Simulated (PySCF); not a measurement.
A geometry optimisation, step by step.

Species: C4H12B2N2.
Bonds: B1–N2, N2–B3, B3–N4, N4–C5, C5–C6, C6–C7, C7–C8, N4–C8. Hydrogens: H9, H10 on B1; H11 on N2; H12 on B3; H13, H14 on C5; H15, H16 on C6; H17, H18 on C7; H19, H20 on C8.

Method: PySCF 2.14.0, PBE0-D3(BJ)/def2-SVP geometry optimisation, gas phase; density fitting, grid level 1; the optimiser is geomeTRIC in internal coordinates, started from a GFN2-xTB structure with every atom displaced at random (about 0.01 Å). The frame can shift and turn from step to step; on so coarse a grid that alone can change the energy by a few meV, and forces under 0.02 eV/Å are noise.

Step 0: E = -8662.3872 eV, largest atomic force 3.474 eV/Å
```
atom  x, y, z in Å  |  force x, y, z in eV/Å
B1      3.060    0.696    0.084   -1.379   0.749  -0.069
N2      2.514   -0.542   -0.217   -0.146  -0.478  -0.091
B3      1.197   -1.078   -0.551    2.267   0.088   0.200
N4      0.030   -0.454   -0.316   -3.383   0.789   0.030
C5     -1.278   -1.086   -0.675    0.121   0.604   0.645
C6     -2.328    0.025   -0.513    1.037  -0.433   0.708
C7     -1.738    0.845    0.634    0.132   0.285  -0.772
C8     -0.237    0.838    0.310   -0.661  -0.522   0.290
H9      2.361    1.680    0.130   -0.029   0.027  -0.010
H10     4.193    0.817    0.288    1.421  -0.005   0.216
H11     3.214   -1.263   -0.271    0.272  -0.381  -0.069
H12     1.192   -2.150   -1.018   -0.107  -1.018  -0.466
H13    -1.267   -1.475   -1.686    0.125  -0.329  -0.428
H14    -1.506   -1.904    0.031    0.092  -0.065  -0.119
H15    -2.379    0.612   -1.418   -0.085   0.470  -0.598
H16    -3.315   -0.363   -0.288   -0.493  -0.222   0.020
H17    -1.935    0.362    1.584   -0.076  -0.318   0.530
H18    -2.160    1.863    0.684    0.136  -0.052   0.049
H19     0.368    0.945    1.206    0.359   0.280   0.276
H20    -0.036    1.649   -0.378    0.397   0.532  -0.341
```

Step 1: E = -8662.6033 eV, largest atomic force 0.540 eV/Å
```
atom  x, y, z in Å  |  force x, y, z in eV/Å
B1      2.640    0.214   -0.439    0.280   0.030   0.060
N2      2.124   -1.059   -0.731    0.042   0.002   0.033
B3      0.803   -1.576   -1.037   -0.420   0.012  -0.018
N4     -0.427   -0.929   -0.806    0.469  -0.266  -0.043
C5     -1.706   -1.570   -1.131    0.065  -0.010  -0.123
C6     -2.737   -0.466   -0.939   -0.145   0.037  -0.129
C7     -2.134    0.354    0.193   -0.058  -0.015   0.143
C8     -0.650    0.355   -0.154   -0.027   0.136  -0.079
H9      1.938    1.191   -0.398   -0.072   0.029   0.000
H10     3.838    0.327   -0.239   -0.174  -0.030  -0.053
H11     2.832   -1.784   -0.802   -0.029   0.036   0.001
H12     0.756   -2.693   -1.516   -0.019   0.070   0.032
H13    -1.699   -1.978   -2.156   -0.012   0.048   0.121
H14    -1.908   -2.413   -0.445    0.003   0.017   0.003
H15    -2.811    0.148   -1.855    0.013  -0.053   0.098
H16    -3.744   -0.856   -0.719    0.066   0.024  -0.010
H17    -2.303   -0.157    1.159    0.038   0.028  -0.074
H18    -2.550    1.368    0.280   -0.009   0.008  -0.010
H19    -0.001    0.479    0.727   -0.009  -0.016  -0.032
H20    -0.416    1.192   -0.843   -0.003  -0.087   0.082
```

Step 2: E = -8662.6055 eV, largest atomic force 0.204 eV/Å
```
atom  x, y, z in Å  |  force x, y, z in eV/Å
B1      2.602    0.223   -0.436    0.016   0.041  -0.029
N2      2.112   -1.061   -0.724    0.091  -0.076   0.007
B3      0.800   -1.602   -1.036   -0.132   0.151   0.039
N4     -0.416   -0.946   -0.806    0.057  -0.120  -0.021
C5     -1.703   -1.567   -1.135   -0.004   0.005  -0.022
C6     -2.726   -0.454   -0.942   -0.021  -0.004  -0.028
C7     -2.115    0.357    0.194   -0.001  -0.013   0.022
C8     -0.631    0.342   -0.155   -0.066   0.037   0.006
H9      1.862    1.175   -0.396    0.068   0.006   0.008
H10     3.793    0.370   -0.250   -0.040  -0.025  -0.008
H11     2.833   -1.772   -0.795    0.019   0.000  -0.002
H12     0.753   -2.717   -1.512    0.008   0.028   0.016
H13    -1.700   -1.972   -2.157   -0.007   0.000   0.004
H14    -1.916   -2.408   -0.451   -0.007   0.003   0.004
H15    -2.792    0.164   -1.853    0.009  -0.001   0.011
H16    -3.735   -0.834   -0.725    0.006  -0.005   0.001
H17    -2.286   -0.155    1.156    0.010  -0.005  -0.010
H18    -2.522    1.374    0.284    0.008   0.001  -0.007
H19     0.019    0.456    0.726   -0.009  -0.001  -0.005
H20    -0.385    1.175   -0.839   -0.005  -0.019   0.014
```

Step 3: E = -8662.5960 eV, largest atomic force 0.479 eV/Å
```
atom  x, y, z in Å  |  force x, y, z in eV/Å
B1      2.695    0.207   -0.457   -0.432   0.005  -0.116
N2      2.127   -1.052   -0.719   -0.010  -0.002   0.066
B3      0.792   -1.565   -1.003    0.357  -0.031  -0.055
N4     -0.421   -0.924   -0.784   -0.367   0.291   0.102
C5     -1.693   -1.559   -1.138   -0.123   0.014   0.128
C6     -2.743   -0.466   -0.957    0.187  -0.058   0.134
C7     -2.164    0.346    0.196    0.086   0.035  -0.141
C8     -0.673    0.360   -0.135    0.038  -0.077   0.102
H9      2.001    1.196   -0.401    0.027  -0.015   0.041
H10     3.888    0.290   -0.328    0.194   0.011   0.050
H11     2.819   -1.789   -0.804    0.043  -0.077  -0.017
H12     0.729   -2.679   -1.470    0.045  -0.108  -0.044
H13    -1.669   -1.958   -2.157    0.008  -0.068  -0.167
H14    -1.904   -2.405   -0.460   -0.013  -0.016   0.003
H15    -2.806    0.156   -1.860    0.002   0.081  -0.124
H16    -3.744   -0.867   -0.758   -0.082  -0.048   0.019
H17    -2.331   -0.175    1.149   -0.034  -0.054   0.086
H18    -2.592    1.356    0.286    0.025  -0.010   0.004
H19    -0.038    0.479    0.755    0.034   0.019   0.052
H20    -0.428    1.196   -0.806    0.015   0.106  -0.121
```

Step 4: E = -8662.6092 eV, largest atomic force 0.081 eV/Å
```
atom  x, y, z in Å  |  force x, y, z in eV/Å
B1      2.639    0.215   -0.448    0.050  -0.016   0.010
N2      2.124   -1.064   -0.723   -0.062   0.046   0.023
B3      0.798   -1.581   -1.021    0.007  -0.046  -0.033
N4     -0.420   -0.934   -0.795    0.014   0.011   0.021
C5     -1.700   -1.564   -1.136   -0.003   0.003  -0.001
C6     -2.734   -0.460   -0.949    0.004   0.003   0.004
C7     -2.137    0.352    0.195   -0.002   0.006  -0.003
C8     -0.651    0.353   -0.145    0.000   0.003   0.006
H9      1.930    1.189   -0.390   -0.023  -0.028  -0.006
H10     3.833    0.329   -0.282    0.020   0.014  -0.002
H11     2.833   -1.786   -0.802   -0.012   0.018  -0.002
H12     0.745   -2.696   -1.495    0.001  -0.014  -0.005
H13    -1.688   -1.968   -2.159    0.003  -0.002  -0.004
H14    -1.913   -2.408   -0.454    0.004   0.001   0.000
H15    -2.798    0.160   -1.858    0.003   0.005  -0.004
H16    -3.740   -0.851   -0.740   -0.003   0.000   0.001
H17    -2.307   -0.165    1.154    0.000  -0.007   0.000
H18    -2.553    1.366    0.284   -0.001   0.000   0.002
H19    -0.007    0.472    0.740    0.001   0.001   0.000
H20    -0.408    1.188   -0.827   -0.001   0.002  -0.009
```

Step 5: E = -8662.6095 eV, largest atomic force 0.077 eV/Å
```
atom  x, y, z in Å  |  force x, y, z in eV/Å
B1      2.639    0.215   -0.443   -0.027   0.014  -0.009
N2      2.118   -1.060   -0.721    0.060  -0.048   0.009
B3      0.797   -1.586   -1.024   -0.043   0.049   0.009
N4     -0.421   -0.936   -0.796    0.034  -0.051  -0.006
C5     -1.702   -1.564   -1.136    0.005   0.004  -0.016
C6     -2.732   -0.458   -0.948   -0.022   0.005  -0.015
C7     -2.134    0.353    0.195   -0.009  -0.001   0.013
C8     -0.648    0.351   -0.147    0.001   0.009  -0.008
H9      1.919    1.180   -0.389    0.013   0.030   0.009
H10     3.834    0.336   -0.277   -0.028  -0.014  -0.006
H11     2.828   -1.781   -0.800    0.007  -0.011  -0.004
H12     0.748   -2.702   -1.499    0.000   0.016   0.005
H13    -1.690   -1.968   -2.160   -0.001   0.007   0.016
H14    -1.915   -2.408   -0.455    0.000   0.002   0.000
H15    -2.795    0.163   -1.858    0.002  -0.007   0.012
H16    -3.740   -0.846   -0.739    0.007   0.006  -0.003
H17    -2.305   -0.164    1.154    0.005   0.001  -0.010
H18    -2.548    1.367    0.285   -0.002   0.001   0.002
H19    -0.003    0.470    0.738   -0.001  -0.001  -0.007
H20    -0.405    1.185   -0.830   -0.002  -0.012   0.008
```

Step 6: E = -8662.6099 eV, largest atomic force under 0.02 eV/Å
```
atom  x, y, z in Å  |  force x, y, z in eV/Å
B1      2.638    0.214   -0.444   -0.003   0.001  -0.008
N2      2.120   -1.063   -0.719   -0.001  -0.003   0.012
B3      0.797   -1.586   -1.021    0.000   0.003  -0.008
N4     -0.420   -0.937   -0.795   -0.006  -0.001   0.010
C5     -1.702   -1.563   -1.137   -0.001  -0.001  -0.004
C6     -2.732   -0.456   -0.950    0.002  -0.001   0.000
C7     -2.135    0.353    0.195    0.002   0.003  -0.002
C8     -0.648    0.351   -0.145    0.001   0.002   0.004
H9      1.922    1.183   -0.387    0.002  -0.001   0.003
H10     3.833    0.334   -0.283    0.002   0.000   0.001
H11     2.831   -1.784   -0.801    0.001  -0.001  -0.002
H12     0.746   -2.701   -1.496    0.001  -0.001  -0.001
H13    -1.689   -1.966   -2.161    0.000  -0.001  -0.002
H14    -1.917   -2.407   -0.456   -0.001   0.000   0.000
H15    -2.793    0.165   -1.859    0.002   0.001  -0.001
H16    -3.740   -0.845   -0.743   -0.001   0.001  -0.001
H17    -2.306   -0.165    1.153    0.001  -0.004  -0.001
H18    -2.549    1.367    0.285    0.001  -0.001   0.003
H19    -0.004    0.469    0.739    0.000   0.002  -0.001
H20    -0.404    1.184   -0.828   -0.001   0.000  -0.003
```

Problem. Summarise the path.

Solution. The energy falls by 5.14 kcal/mol from step 0 to step 6; nine tenths of that is first reached at step 1. It rises by more than 0.2 meV at step 3. The largest force goes from 3.474 to under 0.02 eV/Å. Among the bonds B1–H10 changes most (a near tie, within 0.001 Å, with another), from 1.158 to 1.212 Å; the atoms move by 0.036 Å rms after alignment.

The cost below is that of the whole optimisation. On Intel Xeon at 2.50 GHz, one thread, shared host with 64 logical CPUs at a one-minute load of 62, this took 3.5 min and 0.73 GiB of memory at its peak.
